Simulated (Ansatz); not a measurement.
`C[S+](C)[B-](Cl)(Cl)Cl`, relaxed with RKS PBE0-D4/def2-TZVP in Ansatz from a PBE-D4/def2-SVP geometry. The force threshold is 0.005 eV/Å; the program also tests the step.

Total charge 0; spin multiplicity 1.

Start:

```xyz
13

C    -0.587    1.375   -0.762
S    -0.097    0.470    0.732
C    -1.198   -0.971    0.662
B     1.708   -0.321    0.204
Cl    2.094   -1.407    1.625
Cl    2.763    1.167    0.060
Cl    1.477   -1.223   -1.378
H    -0.493    0.703   -1.637
H     0.130    2.212   -0.855
H    -1.617    1.760   -0.640
H    -0.870   -1.640    1.479
H    -2.243   -0.647    0.824
H    -1.065   -1.479   -0.313
```

(1) How much energy does the relaxation release, and in how many steps? (An estimate is asked.)

(2) Which bonds change most? (An estimate is asked.)

(3) Give the relaxed structure. (Estimate.)

Results:

(1) Ansatz gave: 1.37 kcal/mol, in 7 steps.

(2) Computed: S2–B4 from 2.041 to 1.999 Å; S2–C3 from 1.815 to 1.788 Å; C1–S2 from 1.814 to 1.788 Å; C3–H13 from 1.108 to 1.090 Å.

(3) The calculation gave: 
```xyz
13

C    -0.583    1.352   -0.751
S    -0.086    0.456    0.715
C    -1.183   -0.954    0.649
B     1.686   -0.314    0.206
Cl    2.086   -1.394    1.614
Cl    2.750    1.156    0.066
Cl    1.497   -1.219   -1.366
H    -0.514    0.699   -1.620
H     0.108    2.187   -0.855
H    -1.598    1.722   -0.609
H    -0.883   -1.621    1.455
H    -2.205   -0.612    0.808
H    -1.075   -1.458   -0.312
```
